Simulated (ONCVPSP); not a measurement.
**Tl (Z = 81): one change to an ONCV potential, before and after**

ONCVPSP 4.0.1 input, shortened (lines: element, Z, core and valence counts, functional; n l f; lmax; l rc ep ncon nbas qcut; lloc lpopt rc5 dvloc0; l nproj debl; icmod fcfact rcfact), PBE, scalar-relativistic:

```
  Tl 81.00   13    2        4      upf
    1    0    2.00
    2    0    2.00
    2    1    6.00
    3    0    2.00
    3    1    6.00
    3    2   10.00
    4    0    2.00
    4    1    6.00
    4    2   10.00
    4    3   14.00
    5    0    2.00
    5    1    6.00
    5    2   10.00
    6    0    1.00
    6    1    2.00
    2
    0    1.90    0.00    4    7    2.90
    1    2.85    0.00    5    9    2.50
    2    2.95    0.11    4    7    3.60
    4    2    1.75    2.00
    0    2    3.60
    1    2    1.80
    2    3    3.50
    3    2.25    1.75
```

Change: p: rc 3.58.

Cutoffs: the cutoffs (Ha) at which the residual kinetic energy of the hardest occupied pseudo-wave falls to 1 and 0.1 mHa per electron; they do not see the model core or the augmentation charge, which bear on the density cutoff. Errors are all-electron minus pseudo energies relative to the spin-unpolarised reference configuration.

**Question.** What does the change do?

**Answer.** The potential gets softer (10 Ha and 26 Ha → 10 Ha and 22 Ha); of the 4 tests that both files solve, the error grows in 0 and shrinks in 1 by more than 15 % and 0.3 meV (median size 88.0 → 83.9 meV); neither file shows a bound ghost. A larger radius leaves more room for a smooth pseudo-wave, so fewer plane waves are needed.

```tsv
quantity	base	changed
cutoff, loose	10 Ha	10 Ha
cutoff, tight	26 Ha	22 Ha
loose cutoff by channel	s 10 Ha, p 4.2 Ha	s 10 Ha, p 1.6 Ha
bound ghosts	none	none
GHOST(+) flags under 300 eV	s at 119.5 eV	s at 119.5 eV
error for 6s2 6p1, meV [ΔE -7.40 eV]	-17	-5.6
error for 6s2 6p0, meV [ΔE -2.24 eV]	-90	-80
error for 6s1 6p0, meV [ΔE 18.54 eV]	-397	-422
error for 6s1 6p1, meV [ΔE 6.04 eV]	-86	-88
s: phases at 1.93 bohr within 0.05 rad from the reference energy up to (Ha; the scan ends near 5)	4.3	4.3
d: phases at 3.00 bohr within 0.05 rad from the reference energy up to (Ha; the scan ends near 5)	0.3	0.3
rms error of d²Exc/dni dnj with the model core, mHa	4.85	5.05
```

Base: The cutoffs count occupied waves only; projector 2 of the s channel, the hardest unoccupied one, needs 42 Ha at the loose tolerance. Changed file: The cutoffs count occupied waves only; projector 2 of the s channel, the hardest unoccupied one, needs 42 Ha at the loose tolerance.
